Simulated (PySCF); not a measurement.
**Computed NMR parameters against published values**

Numbering as in the mapped SMILES `[CH3:1][C:2]([CH3:3])([CH3:4])[C:5](=[O:6])[OH:7]` (H(Xn): hydrogen on atom n).

What is known from experiment: δ ¹³C C2 38.7; C1/C3/C4 27.1; δ ¹H H(C1)/H(C3)/H(C4) 1.23 ppm (measured; solution, not stated per compound (mostly CDCl3 or CCl4); Pretsch, Buehlmann, Badertscher, Structure Determination of Organic Compounds, 4th ed. (2009)).

PySCF calculation with shieldings: GIAO PBE0/pcSseg-1 and coordinates at the PBE0-D3(BJ)/def2-SVP level; no solvent, a single conformation, rapidly exchanging positions averaged, relativity neglected.

(1) Set the calculated values beside the experiment.

(2) How far are the unscaled ¹³C shifts from the references?

Answers

(1) 
Reference values: measured (solution, not stated per compound (mostly CDCl3 or CCl4); Pretsch, Buehlmann, Badertscher, Structure Determination of Organic Compounds, 4th ed. (2009)).
```json
{"atoms": "C2", "quantity": "δ ¹³C", "reference": "38.7", "computed": "38.2", "computed, scaled": "36.3"}
{"atoms": "C1/C3/C4", "quantity": "δ ¹³C", "reference": "27.1", "computed": "28.8", "computed, scaled": "27.2"}
{"atoms": "H(C1)/H(C3)/H(C4)", "quantity": "δ ¹H", "reference": "1.23", "computed": "1.21", "computed, scaled": "1.35"}
```

Computed shifts are σ(ref) − σ with the named reference compound (TMS for H and C) calculated as an isolated molecule at the same level. The measured values may be among those fitted. Scaled to experiment by linear calibration (H and C: mostly CDCl3 data, vs TMS): ¹³C (scatter 1.9 ppm rms, 2.3 ppm with the 23 outliers that the fit left out); ¹H (scatter 0.21 ppm rms, 0.22 ppm with the 3 outliers that the fit left out). Occasional misses reach two or three times the rms, and more in compound classes unlike the fitted ones. H not on carbon is unscaled (vs computed TMS).

(2) Mean signed difference +0.60 ppm, mean absolute 1.10 ppm over 2 comparisons; the largest is +1.7 ppm at C1/C3/C4 (methyl carbon).

3 of the 6 published NMR values on file for this molecule are compared.
